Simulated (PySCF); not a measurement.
Electron correlation in Se (selenium, neutral)

[Ar] 3d10 4s2 4p4, high-spin 3P determinant. Computed with PySCF 2.14 in aug-cc-pVDZ-PP with ECP10MDF (5s4p3d, 32 functions), with scalar relativity through the core potential. Frozen: 3s2 3p6 3d10; 6 electrons correlated.

MP2 pair energies summed by pair of shells (mhartree):

```csv
pair,energy,share (%)
4p-4p,-36.33,48.0
4s-4p,-32.85,43.4
4s-4s,-6.52,8.6
```

Total MP2 correlation energy: -75.70 mhartree.

Same-spin part -18.98 and opposite-spin part -56.72 mhartree; SCS-MP2 scales them by 1/3 and 6/5 to -74.39 mhartree.

| level | correlation energy (mhartree) |
| --- | --- |
| CCSD | -92.09 |
| (T) | -1.52 |
| CCSD(T) | -93.61 |

Diagnostics: T1 = 0.0083, D1 = 0.0241, largest double amplitude 0.041.

Cost of the coupled-cluster step: 0.29 s of wall time on 1 thread of Intel(R) Xeon(R) Platinum 8259CL CPU @ 2.50GHz (shared host), for 6 correlated electrons.
